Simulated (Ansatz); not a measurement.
Basis-set extrapolation for CH4BClOSi (`O[SiH]1CB1Cl`) (PBE0-D4/def2-TZVP geometry, frozen core, Ansatz). Multiplicity 1, RHF reference.

```tsv
	def2-TZVPP	def2-QZVPP
HF	-888.278226	-888.306316
MP2 correlation	-0.812893	-0.877733
CCSD(T) correlation	-0.891116	not run
```

Energies in hartree. Use E(X) = E(∞) + A·exp(−7.88·√X) for Hartree–Fock and E(X) = E(∞) + B·X^(−2.97) for correlation, with X = 3 and 4, and add CCSD(T) minus MP2 of the smaller set to the MP2 limit.

Task: What is the CCSD(T) energy at the basis-set limit?

Result: HF limit: -888.306316 + (-0.028090) × 0.13774 = -888.31019. MP2 limit: -0.877733 + (-0.064840) × 0.74074 = -0.92576. Higher-order term: -0.891116 − (-0.812893) = -0.07822. Total: -889.31417 hartree, 380.2 kJ/mol below CCSD(T)/def2-TZVPP.
